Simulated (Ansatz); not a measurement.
Z-matrix (Å, degrees):
```
N
B 1 1.392
H 1 1.003 2 122.4
H 1 1.003 2 122.4 3 -180.0
F 2 1.330 1 121.2 3 180.0
F 2 1.330 1 121.2 3 -0.0
```

Total charge 0; spin multiplicity 1.

Task: List the CAM-B3LYP/def2-TZVPP orbital energies in eV (Ansatz). (Best estimate.)

Result: Ansatz gave: Occupied: -673.66, -673.66, -391.73, -188.15, -35.56, -34.78, -26.35, -17.71, -16.97, -16.37, -15.37, -15.21, -13.64, -13.43, -13.14, -10.15. Lowest empty: 1.30, 2.88, 2.89, 2.99, 4.24, 4.64, 4.76, 7.90.
